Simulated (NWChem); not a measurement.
**A calculation on phosphorus nitride (NP)**

```xyz
2

N      0.0000     0.0000     1.0149
P      0.0000     0.0000    -0.4736
```
Charge 0, spin multiplicity 1.

The numbers come from NWChem runs, not from measurements. Structure: optimised with PBE0/def2-SVP, a minimum by its harmonic frequencies.

Symmetry labels belong to the abelian group C2v used in the runs, with the axes of the coordinates shown; states degenerate in a higher group split over its labels.

The correlated methods keep 6 core orbitals frozen.

**Question.** List the 4 singlet excitations that EOM-CCSD/aug-cc-pVDZ, 6 core orbitals frozen gives, with oscillator strengths.

**Answer.** 
```
state  symmetry  energy (eV)  wavelength (nm)      f
-----  --------  -----------  ---------------  -----
1            b1         5.35              232  0.002
2            b2         5.35              232  0.002
3            a2         5.52              224  0.000
4            a1         5.77              215  0.000
```
These are the lowest roots of each symmetry, so higher states are missing between them.
